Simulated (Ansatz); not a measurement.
Consider the substitution at a C–Si bond: `N[SiH2]/C=C/[SiH3]` + CH₃OH → `CO/C=C/[SiH3]` + `N[SiH3]`.

Program: Ansatz. Geometries: PBE0-D4/def2-TZVP. ΔE: electronic, gas phase. CBS: MP2 limit from def2 TZ/QZ plus the TZ coupled-cluster correction, frozen cores. This one scheme is used for every species. Double bonds are as drawn, so ΔE can hold a change between cis and trans. DFT in def2-TZVPP. HSE06 is defined as in plane-wave codes. One conformer a species, not always the lowest.

Question: Is it downhill or uphill in electronic energy at CCSD(T)/CBS, and by how much? (Best estimate.)

Answer: Computed: Uphill: ΔE = +8.7 kcal/mol.

Question: What do these levels give: r2SCAN, PBE0, HSE06, CAM-B3LYP, MP2/def2-SVP, MP2/CBS(def2)? (Estimate.)

Answer: Ansatz gave: r2SCAN 5.4, PBE0 6.3, HSE06 6.3, CAM-B3LYP 5.5, MP2/def2-SVP 3.9, MP2/CBS(def2) 9.0 kcal/mol.

Largest T1 diagnostic among the species: 0.013.

From PBE to PBE0 (25 % exact exchange), in def2-TZVPP and without D4, ΔE moves by +0.9 kcal/mol. At CCSD(T), def2-SVP lies −5.0 kcal/mol from the extrapolated value and def2-TZVPP −1.1 kcal/mol. The D4 term adds +0.8 kcal/mol with B3LYP and +0.5 kcal/mol with PBE0; it sums over pairs of atoms, weighted by their polarisabilities, and B3LYP, whose exchange is more repulsive, gets the larger term.

B3LYP here is the variant with VWN-RPA as its local correlation; programs differ in this.
